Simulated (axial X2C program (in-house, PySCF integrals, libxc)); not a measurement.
Potential curves of CsSi, with spin–orbit coupling

Computed with an in-house relativistic program for diatomic molecules. Two-component (2c) means X2C with spin–orbit coupling and atomic mean-field two-electron Coulomb and Gaunt terms. Basis: Cs dyall-cv3z [15s15p9d4f1g], Si dyall-v3z [8s7p2d1f] (cores contracted in-house); Gaussian nuclei, density fitting, unrestricted open shells. Masses: Cs 132.905 u, Si 27.977 u.

State: Ω = 3/2 (⟨Sz⟩ = 1.50, ⟨Lz⟩ = 0.00 at PBE0). Energies in eV from the fragments at the same level (Cs + Si). Fits are polynomials in 1 − R0/R over 0.85 to 1.23 times the lowest point R0.

| R (Å) | PBE0 | TPSS |
| --- | --- | --- |
| 2.8440 | -1.5100 | -1.6035 |
| 2.9748 | -1.6857 | -1.7818 |
| 3.0729 | -1.7611 | -1.8599 |
| 3.1709 | -1.7997 | -1.9013 |
| 3.2690 | -1.8097 | -1.9141 |
| 3.3834 | -1.7938 | -1.9017 |
| 3.4978 | -1.7562 | -1.8677 |
| 3.6449 | -1.6860 | -1.8023 |
| 3.8247 | -1.5799 | -1.7025 |
| 4.0862 | -1.4083 | -1.5407 |

Occupations by symmetry block were frozen at the best pattern of an incomplete PBE0 search. De is counted from the lowest determinant-based energies of the atoms at the same level, without counterpoise correction. Density functionals use the spin component along the axis (collinear). In 2c an atomic determinant is not the ground J level, so De misses part of the atomic spin–orbit lowering. This holds for PBE0, TPSS. PBE0 can misorder states that lie within some tenths of an eV, so this need not be the ground state of the molecule. The nearest other 2c determinant of the search, Ω = 1/2, lies 0.45 eV up at the distance of the search. The functionals have no current-density term, which raises determinants with orbital currents, atoms included. With several unpaired electrons one determinant need not be a pure state. This is the top spin component of a Σ state; components of lower Ω are not single determinants and can lie lower.

Fit the PBE0 curve near its minimum: give the equilibrium distance, the harmonic wavenumber and the well depth.

At PBE0, 2c: Re = 3.260 Å, ωe ≈ 166 cm⁻¹, De = 1.81 eV to Cs + Si; Be follows as 0.0686 cm⁻¹.

What are Re, ωe and De at the TPSS level?

At TPSS, 2c: Re = 3.273 Å, ωe ≈ 163 cm⁻¹, De = 1.91 eV to Cs + Si; Be follows as 0.0681 cm⁻¹.
